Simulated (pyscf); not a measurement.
# H₂N–B(NH₂)–NH₂, singlet

Gas-phase minimum from PySCF at ωB97X-D3(BJ)/def2-SVP, one conformer. 

```
B
N 1 1.4349
H 2 1.0100 1 122.48
H 2 1.0100 3 113.16 1 165.50
N 1 1.4351 2 120.07 3 173.16
H 5 1.0101 1 122.58 2 -9.54
H 5 1.0101 6 113.10 1 164.53
N 1 1.4371 2 119.98 3 -7.32
H 8 1.0106 1 121.72 2 -11.80
H 8 1.0106 9 112.63 1 157.98
```

Properties at ωB97X-D3(BJ)/def2-SVP:

| Item | Value |
|---|---|
| Harmonic wavenumbers, unscaled | 100, 137, 212, 284, 382, 382, 467, 479, 618, 817, 851, 917, 921, 1405, 1407, 1606, 1607, 1609, 3659, 3664, 3666, 3757, 3764, 3765 cm⁻¹ |
| Zero-point energy | 52.1 kcal/mol |
| Rotational symmetry number | 1 |
| Entropy of this conformer at 298 K and 1 atm, rigid rotor and harmonic oscillator, modes under 100 cm⁻¹ raised to 100 | 322.0 J/(mol K) |
| Dipole moment | 0.19 D |

Single-point totals, which compare only within one level (frozen core for MP2 and CC):

| level | total energy (hartree) |
|---|---|
| ωB97X-D3(BJ)/def2-TZVP | -192.99946 |
| PBE/def2-TZVP | -192.67510 |
| r²SCAN/def2-TZVP | -192.81086 |
| B3LYP-D3(BJ)/def2-TZVP | -192.94309 |
| PBE0-D3(BJ)/def2-TZVP | -192.69863 |
| M06-2X/def2-TZVP | -192.84213 |
| ωB97M-D3(BJ)/def2-TZVP | -192.97829 |
| HF/def2-TZVPP | -191.73900 |
| MP2/def2-TZVPP | -192.48262 |
| CCSD/def2-TZVPP | -192.50955 |
| CCSD(T)/def2-TZVPP | -192.53857 |

Soft torsions are taken as harmonic, which can shift the entropy by several J/(mol K). The CCSD(T) − MP2 part came from Ansatz, without density fitting, on the same reference.
